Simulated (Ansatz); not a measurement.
The same atomization along the group Si, Ge, Sn.

Isolated molecules relaxed with PBE0-D4/def2-TZVP in Ansatz; ΔE leaves out vibrations. CBS: MP2 limit from def2 TZ/QZ plus the TZ coupled-cluster correction, frozen cores. Small cases extrapolate CCSD(T) itself. Functionals use def2-TZVPP. B3LYP here is the variant with VWN-RPA as its local correlation; programs differ in this. Open shells (•) are unrestricted, without spin–orbit coupling. Spin–orbit coupling would lower the free atoms: a little for O, Si; clearly for Ge; strongly for Sn. def2 core potentials past Kr. For Ge, Sn outer-core shells are correlated without core-valence functions, so the limit isn't a true one: a few kJ/mol of doubt a bond, and 10 to 20 or more in all where bonds break to atoms. Scalar relativity is left out up to krypton. Each species was taken in one conformer, which may not be the lowest.

```json
{"reaction": "`O[Si]O` → 2 H• + 2 O• + Si•", "ωB97X-V (kcal/mol)": "461.1", "r2SCAN-D4 (kcal/mol)": "459.3", "B3LYP-D4 (kcal/mol)": "458.5", "CCSD(T)/CBS(def2) (kcal/mol)": "464.5"}
{"reaction": "`[OH][Ge][OH]` → 2 H• + 2 O• + Ge•", "ωB97X-V (kcal/mol)": "424.8", "r2SCAN-D4 (kcal/mol)": "424.2", "B3LYP-D4 (kcal/mol)": "421.8", "CCSD(T)/CBS(def2) (kcal/mol)": "428.6"}
{"reaction": "`[OH][Sn][OH]` → 2 H• + 2 O• + Sn•", "ωB97X-V (kcal/mol)": "405.8", "r2SCAN-D4 (kcal/mol)": "405.2", "B3LYP-D4 (kcal/mol)": "403.3", "CCSD(T)/CBS(def2) (kcal/mol)": "412.2"}
```

Largest T1 diagnostic: 0.018, for `[OH][Sn][OH]`.

Extrapolated directly: `O[Si]O` → 2 H• + 2 O• + Si•.

For atomizations the MP2-based limit and the directly extrapolated one differ by several kJ/mol either way, and by 10 to 25 for some Ge, Se and Sn compounds, so smaller differences from it don't rank the levels.
